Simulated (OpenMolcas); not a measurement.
# What dynamic correlation does to the levels of F II

```
Program             : OpenMolcas
Basis               : ANO-RCC-VQZP [5s4p3d2f1g]
Scalar Hamiltonian  : DKH2, point nucleus
Active space        : 6 electrons in 9 orbitals (RAS2 2s 2p; RAS3 3d, at most 2 electrons)
State averaging     : 2S+1 = 3 even, 3 roots; 2S+1 = 1 even, 6 roots; 2S+1 = 3 odd, 3 roots; 2S+1 = 1 odd, 3 roots
Spin-orbit coupling : state interaction with AMFI integrals over the reference wave functions, term energies averaged over their components
```

Methods on the same reference wave functions:
A. RASSCF
B. SS-RASPT2, IPEA 0.25 Eh, imaginary shift 0.1 Eh (closed shells correlated: 1s)

Energies in cm⁻¹ above 2s² 2p⁴ ³P₂, the measured ground level; measured values from NIST Handbook of Basic Atomic Spectroscopic Data.

```tsv
Level	A	B	Measured
2s² 2p⁴ ³P₂	0.0	0.0	0.0
2s² 2p⁴ ³P₁	317	317	341
2s² 2p⁴ ³P₀	471	471	490
2s² 2p⁴ ¹D₂	22229	20880	20873
2s² 2p⁴ ¹S₀	47126	44840	44918
2s 2p⁵ ³P°₂	168489	165180	164798
2s 2p⁵ ³P°₁	168795	165490	165107
2s 2p⁵ ³P°₀	168950	165640	165279
2s 2p⁵ ¹P°₁	244829	237160
```

Deviations, from unrounded energies. A percentage is the sum of absolute deviations over the sum of measured energies, with the sign that they share, or ± where signs differ.

```
                        Against measurement  Levels     A     B
             mean absolute deviation (cm-1)       7  2100   180
      fine structure of the ground term (%)       2  -5.2  -5.2
other terms of the ground configuration (%)       2  +5.4  ±0.1
                   other configurations (%)       3  +2.2  +0.2
```

B lies closest to measurement on these levels. The largest miss of B in the table is 2s 2p⁵ ³P°₂, by +380 cm-1. The ranking rests on the paired levels alone, and a cruder setting can come out closer through cancelling errors.

From A to B the spin-free energies of the other terms of 2s² 2p⁴ shown, above ³P, scale by factors of 0.94 to 0.95.

The lowest spin-free term lies below A's lowest term by 0.112 hartree in B.

CASPT2 breaks the degeneracy within a term, and the mean is taken; among the terms shown or strongly mixed into the levels shown the widest spread is 11 cm-1 (2s² 2p⁴ ¹D, B). Active for correlation alone: 3d; no level in the range computed is led by a configuration that fills it, so any true level of that kind is missing. Without dynamic correlation excited terms often stand tens of per cent too high (terms of higher spin than the ground term too low), and those without a measured partner can miss by more than the paired ones (holds for A). Computed and measured levels are paired by configuration, term and J; levels that our copy of the source lacks, or whose pairing is in doubt (as where it misses far off the trend of its configuration), stay unpaired and out of the deviations. Only configurations of the active space appear.

° marks odd parity.
